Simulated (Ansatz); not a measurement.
Job for Ansatz (a first-principles code): R-SVWN5/def2-TZVPP on CH4OSi (SMILES C[Si]O), a point of a torsion scan.

Ansatz 0.2 input:
```yaml
crystal:
  periodic: [false, false, false]
  atoms:
    - {symbol: C, position_ang: [0.86539989, -0.05992145, 0.03745760]}
    - {symbol: Si, position_ang: [-0.55698014, 1.21811967, -0.17909600]}
    - {symbol: O, position_ang: [-1.81224686, 0.49767545, 0.56547374]}
    - {symbol: H, position_ang: [0.61720130, -1.01872858, -0.42362643]}
    - {symbol: H, position_ang: [1.79157023, 0.28409058, -0.41786224]}
    - {symbol: H, position_ang: [1.07692574, -0.25011498, 1.09224940]}
    - {symbol: H, position_ang: [-1.81121763, -0.35902857, 0.99878476]}
basis:
  gaussian:
    orbitals: def2-TZVPP
hamiltonian:
  xc: {name: SVWN5}
scf: {lower_state_search: off}
```

The head of its log:

```
WARN ansatz: RAYON_NUM_THREADS=1 ignored (pool sized by the plan → 1); use --threads N
Functional definition: SVWN5
these checks for a lower state are left out or cut short: stability, starts, cluster_reference, orbital_swaps, neighbouring_geometries, increment
integrals: 0.06 GiB planned
855 factors; their error is unknown
mean field: 0.49 GiB planned
mean field evaluation 1: about -10956.8996 eV, gradient 8.9e1 eV
mean field evaluation 2: about -10900.8168 eV, gradient 1.7e2 eV
```

Task: What total energy does the run end on?

Result: -403.2197 hartree.
